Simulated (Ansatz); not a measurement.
Ansatz (a quantum-chemistry and plane-wave program) input for C₃H₇BO₂, SMILES COB(C=C)O, PBE0-D3(BJ)/def2-SVP. 

Ansatz 0.2 input:
```yaml
crystal:
  periodic: [false, false, false]
  atoms:
    - {symbol: B, position_ang: [-0.01863110, 0.27020334, 0.62340083]}
    - {symbol: C, position_ang: [0.87419682, 0.97178940, -0.47315845]}
    - {symbol: C, position_ang: [0.62317498, 1.03022332, -1.77377878]}
    - {symbol: H, position_ang: [1.75355475, 1.48697664, -0.10479172]}
    - {symbol: H, position_ang: [1.26462881, 1.55711181, -2.46415826]}
    - {symbol: H, position_ang: [-0.25151038, 0.57354332, -2.20891329]}
    - {symbol: O, position_ang: [-0.21392009, 0.93687772, 1.78580845]}
    - {symbol: H, position_ang: [-0.75918967, 0.46098674, 2.41371682]}
    - {symbol: O, position_ang: [-0.59647349, -0.95833891, 0.53396037]}
    - {symbol: C, position_ang: [-0.49603833, -1.83850353, -0.55461347]}
    - {symbol: H, position_ang: [-0.45554273, -2.85562361, -0.15917438]}
    - {symbol: H, position_ang: [-1.38073906, -1.74066190, -1.19014934]}
    - {symbol: H, position_ang: [0.39710165, -1.64271515, -1.15238027]}
basis:
  gaussian:
    orbitals: def2-SVP
hamiltonian:
  xc: pbe0
  dispersion: d3bj
relax: {f_tol: 0.002, max_steps: 200}
```

Output:

```
WARN ansatz: RAYON_NUM_THREADS=1 ignored (pool sized by the plan → 1); use --threads N
Functional definition: PBE0
integrals: 0.08 GiB planned
1326 factors; integrals over basis functions are off by at most 2.8e-4 eV
mean field: 0.51 GiB planned
mean field evaluation 1: about -7974.1990 eV, gradient 6.2e1 eV
mean field evaluation 2: about -7971.9842 eV, gradient 7.3e1 eV
mean field evaluation 4: about -7982.2796 eV, gradient 2.0e0 eV
mean field evaluation 8: about -7982.3516 eV, gradient 2.3e-1 eV
mean field evaluation 16: about -7982.3518 eV, gradient 1.5e-5 eV
mean field -7982.35175584 eV, -293.3460163948 hartree, gradient 1.5e-5 eV, S^2 0.000000; 0 other end points of the search recorded, 0 dependent functions left out
the calculation of the forces begins
reference -7982.35178321 eV, -293.3460174004 hartree; 23, 23 occupied and 96, 96 virtual orbitals, 1326 factors
relax step   1: F+E_penalty+E_count = -7982.56497865 eV  Δ(F+E_penalty+E_count) = +0.000e0 eV  max|allowed force component| = 7.583e-1 eV/Å  Δτ_max = 0.0000 Å  (28 SCF iters, accepted)
these checks for a lower state are left out or cut short: starts, cluster_reference, orbital_swaps, neighbouring_geometries, increment
integrals: 0.08 GiB planned
1326 factors; integrals over basis functions are off by at most 2.9e-4 eV
mean field: 0.52 GiB planned
mean field -7982.38465066 eV, -293.3472252570 hartree, gradient 1.3e-5 eV, S^2 0.000000; 0 other end points of the search recorded, 0 dependent functions left out
the calculation of the forces begins
reference -7982.38467802 eV, -293.3472262625 hartree; 23, 23 occupied and 96, 96 virtual orbitals, 1326 factors
relax step   2: F+E_penalty+E_count = -7982.59803805 eV  Δ(F+E_penalty+E_count) = -3.306e-2 eV  max|allowed force component| = 2.517e-1 eV/Å  Δτ_max = 0.0918 Å  (31 SCF iters, accepted)
these checks for a lower state are left out or cut short: starts, cluster_reference, orbital_swaps, neighbouring_geometries, increment
integrals: 0.08 GiB planned
1326 factors; integrals over basis functions are off by at most 3.0e-4 eV
mean field: 0.52 GiB planned
mean field -7982.38692959 eV, -293.3473090062 hartree, gradient 1.2e-5 eV, S^2 0.000000; 0 other end points of the search recorded, 0 dependent functions left out
the calculation of the forces begins
reference -7982.38695696 eV, -293.3473100122 hartree; 23, 23 occupied and 96, 96 virtual orbitals, 1326 factors
relax step   3: F+E_penalty+E_count = -7982.60038037 eV  Δ(F+E_penalty+E_count) = -2.342e-3 eV  max|allowed force component| = 1.631e-1 eV/Å  Δτ_max = 0.0511 Å  (31 SCF iters, accepted)
these checks for a lower state are left out or cut short: starts, cluster_reference, orbital_swaps, neighbouring_geometries, increment
integrals: 0.08 GiB planned
1326 factors; integrals over basis functions are off by at most 3.0e-4 eV
mean field: 0.52 GiB planned
mean field evaluation 32: about -7982.3221 eV, gradient 1.3e0 eV
mean field -7982.39145804 eV, -293.3474754238 hartree, gradient 1.2e-5 eV, S^2 0.000000; 0 other end points of the search recorded, 0 dependent functions left out
the calculation of the forces begins
reference -7982.39148541 eV, -293.3474764296 hartree; 23, 23 occupied and 96, 96 virtual orbitals, 1326 factors
relax step   4: F+E_penalty+E_count = -7982.60502640 eV  Δ(F+E_penalty+E_count) = -4.646e-3 eV  max|allowed force component| = 9.800e-2 eV/Å  Δτ_max = 0.0458 Å  (31 SCF iters, accepted)
these checks for a lower state are left out or cut short: starts, cluster_reference, orbital_swaps, neighbouring_geometries, increment
integrals: 0.08 GiB planned
1326 factors; integrals over basis functions are off by at most 3.1e-4 eV
mean field: 0.51 GiB planned
mean field -7982.39286405 eV, -293.3475270938 hartree, gradient 1.2e-5 eV, S^2 0.000000; 0 other end points of the search recorded, 0 dependent functions left out
the calculation of the forces begins
reference -7982.39289143 eV, -293.3475280999 hartree; 23, 23 occupied and 96, 96 virtual orbitals, 1326 factors
relax step   5: F+E_penalty+E_count = -7982.60646752 eV  Δ(F+E_penalty+E_count) = -1.441e-3 eV  max|allowed force component| = 1.876e-1 eV/Å  Δτ_max = 0.0452 Å  (31 SCF iters, accepted)
these checks for a lower state are left out or cut short: starts, cluster_reference, orbital_swaps, neighbouring_geometries, increment
integrals: 0.08 GiB planned
1326 factors; integrals over basis functions are off by at most 3.2e-4 eV
mean field: 0.51 GiB planned
[...]
integrals: 0.08 GiB planned
1326 factors; integrals over basis functions are off by at most 3.2e-4 eV
mean field: 0.51 GiB planned
mean field evaluation 96: about -7982.3964 eV, gradient 5.6e-4 eV
mean field -7982.39641092 eV, -293.3476574387 hartree, gradient 2.6e-5 eV, S^2 0.000000; 0 other end points of the search recorded, 0 dependent functions left out
the calculation of the forces begins
reference -7982.39643829 eV, -293.3476584446 hartree; 23, 23 occupied and 96, 96 virtual orbitals, 1326 factors
relax step  13: F+E_penalty+E_count = -7982.61012743 eV  Δ(F+E_penalty+E_count) = -2.330e-4 eV  max|allowed force component| = 2.462e-2 eV/Å  Δτ_max = 0.0060 Å  (24 SCF iters, accepted)
these checks for a lower state are left out or cut short: starts, cluster_reference, orbital_swaps, neighbouring_geometries, increment
integrals: 0.08 GiB planned
1326 factors; integrals over basis functions are off by at most 3.2e-4 eV
mean field: 0.52 GiB planned
mean field -7982.39648749 eV, -293.3476602526 hartree, gradient 1.2e-5 eV, S^2 0.000000; 0 other end points of the search recorded, 0 dependent functions left out
the calculation of the forces begins
reference -7982.39651485 eV, -293.3476612581 hartree; 23, 23 occupied and 96, 96 virtual orbitals, 1326 factors
relax step  14: F+E_penalty+E_count = -7982.61024168 eV  Δ(F+E_penalty+E_count) = -1.142e-4 eV  max|allowed force component| = 7.551e-3 eV/Å  Δτ_max = 0.0181 Å  (32 SCF iters, accepted)
these checks for a lower state are left out or cut short: starts, cluster_reference, orbital_swaps, neighbouring_geometries, increment
integrals: 0.08 GiB planned
1326 factors; integrals over basis functions are off by at most 3.2e-4 eV
mean field: 0.52 GiB planned
mean field -7982.39652456 eV, -293.3476616150 hartree, gradient 1.2e-5 eV, S^2 0.000000; 0 other end points of the search recorded, 0 dependent functions left out
the calculation of the forces begins
reference -7982.39655191 eV, -293.3476626200 hartree; 23, 23 occupied and 96, 96 virtual orbitals, 1326 factors
relax step  15: F+E_penalty+E_count = -7982.61028950 eV  Δ(F+E_penalty+E_count) = -4.782e-5 eV  max|allowed force component| = 1.011e-2 eV/Å  Δτ_max = 0.0126 Å  (32 SCF iters, accepted)
these checks for a lower state are left out or cut short: starts, cluster_reference, orbital_swaps, neighbouring_geometries, increment
integrals: 0.08 GiB planned
1326 factors; integrals over basis functions are off by at most 3.2e-4 eV
mean field: 0.52 GiB planned
mean field -7982.39653106 eV, -293.3476618537 hartree, gradient 1.6e-5 eV, S^2 0.000000; 0 other end points of the search recorded, 0 dependent functions left out
the calculation of the forces begins
reference -7982.39655840 eV, -293.3476628584 hartree; 23, 23 occupied and 96, 96 virtual orbitals, 1326 factors
relax step  16: F+E_penalty+E_count = -7982.61031500 eV  Δ(F+E_penalty+E_count) = -2.550e-5 eV  max|allowed force component| = 9.190e-3 eV/Å  Δτ_max = 0.0045 Å  (23 SCF iters, accepted)
these checks for a lower state are left out or cut short: starts, cluster_reference, orbital_swaps, neighbouring_geometries, increment
integrals: 0.08 GiB planned
1326 factors; integrals over basis functions are off by at most 3.2e-4 eV
mean field: 0.52 GiB planned
mean field -7982.39651837 eV, -293.3476613872 hartree, gradient 9.4e-6 eV, S^2 0.000000; 0 other end points of the search recorded, 0 dependent functions left out
the calculation of the forces begins
reference -7982.39654570 eV, -293.3476623918 hartree; 23, 23 occupied and 96, 96 virtual orbitals, 1326 factors
relax step  17: F+E_penalty+E_count = -7982.61032530 eV  Δ(F+E_penalty+E_count) = -1.030e-5 eV  max|allowed force component| = 6.538e-3 eV/Å  Δτ_max = 0.0039 Å  (24 SCF iters, accepted)
these checks for a lower state are left out or cut short: starts, cluster_reference, orbital_swaps, neighbouring_geometries, increment
integrals: 0.08 GiB planned
1326 factors; integrals over basis functions are off by at most 3.2e-4 eV
mean field: 0.52 GiB planned
mean field evaluation 128: about -7982.3965 eV, gradient 1.9e-5 eV
mean field -7982.39650946 eV, -293.3476610598 hartree, gradient 5.8e-5 eV, S^2 0.000000; 0 other end points of the search recorded, 0 dependent functions left out
the calculation of the forces begins
reference -7982.39653679 eV, -293.3476620643 hartree; 23, 23 occupied and 96, 96 virtual orbitals, 1326 factors
relax step  18: F+E_penalty+E_count = -7982.61032698 eV  Δ(F+E_penalty+E_count) = -1.681e-6 eV  max|allowed force component| = 4.399e-3 eV/Å  Δτ_max = 0.0014 Å  (20 SCF iters, accepted)
these checks for a lower state are left out or cut short: starts, cluster_reference, orbital_swaps, neighbouring_geometries, increment
integrals: 0.08 GiB planned
1326 factors; integrals over basis functions are off by at most 3.2e-4 eV
mean field: 0.51 GiB planned
mean field -7982.39651512 eV, -293.3476612678 hartree, gradient 4.9e-5 eV, S^2 0.000000; 0 other end points of the search recorded, 0 dependent functions left out
the calculation of the forces begins
reference -7982.39654245 eV, -293.3476622722 hartree; 23, 23 occupied and 96, 96 virtual orbitals, 1326 factors
relax step  19: F+E_penalty+E_count = -7982.61032818 eV  Δ(F+E_penalty+E_count) = -1.191e-6 eV  max|allowed force component| = 2.621e-3 eV/Å  Δτ_max = 0.0010 Å  (20 SCF iters, accepted)
these checks for a lower state are left out or cut short: starts, cluster_reference, orbital_swaps, neighbouring_geometries, increment
integrals: 0.08 GiB planned
1326 factors; integrals over basis functions are off by at most 3.2e-4 eV
mean field: 0.52 GiB planned
mean field -7982.39651726 eV, -293.3476613467 hartree, gradient 3.6e-5 eV, S^2 0.000000; 0 other end points of the search recorded, 0 dependent functions left out
the calculation of the forces begins
reference -7982.39654460 eV, -293.3476623512 hartree; 23, 23 occupied and 96, 96 virtual orbitals, 1326 factors
relax step  20: F+E_penalty+E_count = -7982.61033032 eV  Δ(F+E_penalty+E_count) = -2.148e-6 eV  max|allowed force component| = 1.680e-3 eV/Å  Δτ_max = 0.0006 Å  (20 SCF iters, accepted)
integrals: 0.08 GiB planned
1326 factors; integrals over basis functions are off by at most 3.2e-4 eV
mean field: 0.52 GiB planned
mean field -7982.39651726 eV, -293.3476613467 hartree, gradient 3.6e-5 eV, S^2 0.000000; 1 other end points of the search recorded, 0 dependent functions left out
the calculation of the forces begins
reference -7982.39654460 eV, -293.3476623512 hartree; 23, 23 occupied and 96, 96 virtual orbitals, 1326 factors
Total energy: -7982.61035766 eV, -293.3555198362 hartree
Atom 0 at    -0.002083     0.280206     0.644670 Å, force    -0.000084     0.001680    -0.000406 eV/Å
Atom 1 at     0.821872     1.027881    -0.460692 Å, force     0.000356    -0.000873     0.000396 eV/Å
Atom 2 at     0.643853     0.960365    -1.786378 Å, force    -0.001142     0.000026     0.000160 eV/Å
Atom 3 at     1.576322     1.735514    -0.092648 Å, force     0.000165     0.000410     0.000005 eV/Å
Atom 4 at     1.229026     1.571893    -2.481869 Å, force     0.000410     0.000115    -0.000107 eV/Å
Atom 5 at    -0.108621     0.311977    -2.246574 Å, force     0.000216    -0.000111     0.000096 eV/Å
Atom 6 at    -0.118968     0.906297     1.848412 Å, force     0.000804     0.000402    -0.000087 eV/Å
Atom 7 at    -0.636852     0.370792     2.460619 Å, force    -0.000818    -0.000641     0.000270 eV/Å
Atom 8 at    -0.603559    -0.939309     0.532295 Å, force     0.000215    -0.000302    -0.000201 eV/Å
Atom 9 at    -0.524499    -1.804815    -0.563284 Å, force    -0.000241    -0.000477     0.000037 eV/Å
Atom 10 at    -0.662022    -2.836019    -0.204571 Å, force     0.000084    -0.000426     0.000279 eV/Å
Atom 11 at    -1.321772    -1.593945    -1.296621 Å, force    -0.000423     0.000402    -0.000119 eV/Å
Atom 12 at     0.447914    -1.738967    -1.077592 Å, force     0.000456    -0.000203    -0.000323 eV/Å
Dipole moment:    -0.071555    -0.302100    -0.187583 e Å
```

Self-consistency was reached.
